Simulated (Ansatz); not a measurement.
Cost and result for the atomization energy of C$_{2}$H$_{7}$Cl$_{2}$NSi$_{2}$ (`C=CN([SiH2]Cl)[SiH2]Cl`) (14 atoms, 13 bonds).

| atom | x (Å) | y (Å) | z (Å) |
| --- | --- | --- | --- |
| C1 | 1.4159 | -0.8878 | 1.4714 |
| C2 | 0.6700 | -1.0229 | 0.3774 |
| N3 | -0.0575 | -0.0105 | -0.2686 |
| Si4 | -0.9949 | -0.4372 | -1.6624 |
| Cl5 | -2.9710 | -0.7508 | -1.1969 |
| Si6 | -0.0793 | 1.5468 | 0.5091 |
| Cl7 | -1.3272 | 2.7643 | -0.5652 |
| H8 | 1.5459 | 0.0509 | 1.9991 |
| H9 | 1.9338 | -1.7471 | 1.8736 |
| H10 | 0.5974 | -1.9982 | -0.0965 |
| H11 | -0.9449 | 0.6233 | -2.6834 |
| H12 | -0.4486 | -1.7215 | -2.1513 |
| H13 | 1.2693 | 2.1548 | 0.5086 |
| H14 | -0.6089 | 1.4359 | 1.8852 |

Total charge 0; spin multiplicity 1. The structure was optimised at the PBE0-D4/def2-TZVP level. It is one conformer, not always the lowest. Program: Ansatz. All runs use 2 threads of an AMD EPYC 7R13 on a shared host and a share of an NVIDIA H100 80 GB. Times are those of one run each, without the atoms' runs, and a repeat can differ threefold. Electronic energies, without spin–orbit coupling; frozen cores. CCSD(T)/CBS adds CCSD(T) − MP2 in def2-TZVPP to the MP2 limit, and its time is that of the two runs behind it. T1 = 0.011. B3LYP takes the VWN-RPA correlation (the form of Gaussian; ORCA's B3LYP/G).

CCSD(T)/CBS is a level of theory with its own doubt, some kJ/mol a heavy atom from the limit and from the frozen cores, so smaller differences don't rank the functionals.

| level | functions | wall time |
| --- | --- | --- |
| PBE0-D4/def2-TZVPP | 359 | 4.2 s |
| PBE-D4/def2-TZVPP (with forces) | 359 | 5.5 s |
| r2SCAN-D4/def2-TZVPP (with forces) | 359 | 7 s |
| ωB97X-V/def2-TZVPP | 359 | 7 s |
| B2PLYP/def2-TZVPP | 359 | 7.5 s |
| ωB97M-V/def2-TZVPP (with forces) | 359 | 8 s |
| B3LYP-D4/def2-TZVPP (with forces) | 359 | 8.5 s |
| MP2/def2-QZVPP | 661 | 8.5 s |
| CCSD(T)/def2-TZVPP | 359 | 16 s |
| CCSD(T)/CBS(def2) | – | 25 s |

(1) What atomization energy does each give, and how far from CCSD(T)/CBS? (Estimate.)

Results:

(1) Computed: 
```tsv
level	atomization (kJ/mol)	difference from CCSD(T)/CBS	per bond
PBE0-D4/def2-TZVPP	5090.8	0.0	0.0
PBE-D4/def2-TZVPP (with forces)	5156.3	65.5	5.0
r2SCAN-D4/def2-TZVPP (with forces)	5095.7	4.9	0.4
ωB97X-V/def2-TZVPP	5116.2	25.4	2.0
B2PLYP/def2-TZVPP	5014.1	-76.7	-5.9
ωB97M-V/def2-TZVPP (with forces)	5113.7	22.9	1.8
B3LYP-D4/def2-TZVPP (with forces)	5079.5	-11.3	-0.9
MP2/def2-QZVPP	5120.9	30.1	2.3
CCSD(T)/def2-TZVPP	4938.9	-151.9	-11.7
CCSD(T)/CBS(def2)	5090.8	0.0	0.0
```

The D4 term adds +77.9 kJ/mol with B3LYP and +41.6 kJ/mol with PBE0; it sums over pairs of atoms, weighted by their polarisabilities, and B3LYP, whose exchange is more repulsive, gets the larger term. In def2-TZVPP, CCSD(T) changes the Hartree–Fock value by +1207.3 kJ/mol (the triples alone add +81.5 kJ/mol) and MP2 by +1298.7 kJ/mol; breaking electron pairs costs correlation energy, which Hartree–Fock lacks. From PBE to PBE0 (25 % exact exchange), in def2-TZVPP and without D4, the atomization energy moves by −58.9 kJ/mol: exact exchange takes away binding that semilocal exchange gives to molecules.
